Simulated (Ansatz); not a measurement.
The pair A = AlH3 (SMILES [AlH3]) (first 4 atoms), B = CH4O (SMILES CO); geometry from B3LYP-D3(BJ)/def2-TZVP.
(charge 0, multiplicity 1):
```xyz
10

Al    -0.9340    -0.2095     0.6632
H     -1.0040    -1.7970     0.7383
H     -0.1999     0.4980    -0.5624
H     -2.1270     0.5924     1.3606
C      0.2826    -0.1259     3.4020
O      0.5156     0.1218     1.9966
H      1.2291    -0.0849     3.9380
H     -0.1346    -1.1271     3.4633
H     -0.4281     0.5967     3.8015
H      0.9572     0.9688     1.8604
```

Cores are frozen in the correlated methods.

Codes used: Ansatz (Gaussian orbitals). Each number belongs to the level named beside it.

Total energies (hartree), monomers frozen at their geometry in the pair:

| structure | HF/aug-cc-pV(D+d)Z | PBE/def2-TZVPPD | CCSD(T)/aug-cc-pV(D+d)Z |
|---|---|---|---|
| AB | -358.7298092 | -359.7190275 | -359.2360165 |
| A in the pair's basis | -243.6314373 | -244.0466256 | -243.7406777 |
| B in the pair's basis | -115.0607616 | -115.6334591 | -115.4563275 |
| A | -243.6311064 | -244.0464881 | -243.7392819 |
| B | -115.0602777 | -115.6333838 | -115.4547138 |

Question: Work out the interaction energy without and with the counterpoise correction, and the superposition error, for each level.

Answer: 
E(AB) − E(A) − E(B), times 627.509 kcal/mol, with the monomers in their own basis and then in the pair's basis:
- HF/aug-cc-pV(D+d)Z: -24.11 uncorrected, -23.60 corrected; the monomers gain 0.51 kcal/mol from borrowed functions
- PBE/def2-TZVPPD: -24.57 uncorrected, -24.44 corrected; the monomers gain 0.13 kcal/mol from borrowed functions
- CCSD(T)/aug-cc-pV(D+d)Z: -26.37 uncorrected, -24.48 corrected; the monomers gain 1.89 kcal/mol from borrowed functions

Ansatz is a first-principles code.
